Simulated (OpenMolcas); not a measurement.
An OpenMolcas run meant for neutral hafnium (ANO-RCC-VTZP, X2C; inactive shells 1s 2s 2p 3s 3p 3d 4s 4p 4d 4f 5s 5p; intended active space 4 electrons in 6 orbitals (5d 6s)). One step of its input:

```
&CASPT2
Multistate=10 1 2 3 4 5 6 7 8 9 10
Frozen=14 16
IPEA=0.25
Imaginary=5.0
MaxIter=60
WThr=0.0 0.3 0.05
PrWF=0.5
NoMix
```

The run finished. Its levels beside those of a sound run (SS-CASPT2, IPEA 0.25 Eh, imaginary shift 0.1 Eh (closed shells correlated: 5s 5p)), in cm-1 above each run's lowest level:

| Level | This run | Usual run |
| --- | --- | --- |
| 5d2 6s2 3F2 | 0.0 | 0.0 |
| 5d2 6s2 3F3 | 2276 | 2349 |
| 5d2 6s2 3P0 | 3704 | 4297 |
| 5d2 6s2 3F4 | 4351 | 4428 |
| 5d2 6s2 3P1 | 4569 | 5338 |
| 5d2 6s2 1G4 | 10094 | 10307 |
| 5d3 6s 5F1 | 7632 | 12546 |
| 5d3 6s 5F2 | 8303 | 13231 |
| 5d3 6s 5F3 | 9245 | 14210 |
| 5d3 6s 5F4 | 10426 | 15377 |
| 5d3 6s 5F5 | 11649 | 16586 |
| 5d3 6s 5P1 | 16238 | 20462 |
| 5d3 6s 5P2 | 16702 | 20804 |
| 5d3 6s 5P3 | 17698 | 21980 |

**Question.** Which setting is unsound, and how much does it matter here?

**Answer.** The level shift is far above the usual 0.1 to 0.3 hartree and damps the second-order energy. Against the sound run the excited levels shown move by 3000 cm-1 on average and by 5000 cm-1 at most.

Term energies are means over components that CASPT2 splits; among the terms shown or strongly mixed into the levels shown the widest spread is 450 cm-1 (5d2 6s2 3F, the sound run). Over all roots computed the reference weight is 0.85 to 0.93 in the sound run; the roots of lowest weight are the least certain, and an intruder state may touch them. Some high roots are left out of the spin-orbit mixing, which shifts the levels that they would mix with. A single d shell beside an s shell can misplace configurations of different d count against each other. Some terms miss by over 15 % even with CASPT2, which points to a basis or an active space too small for the shells correlated. Only configurations of the active space appear.
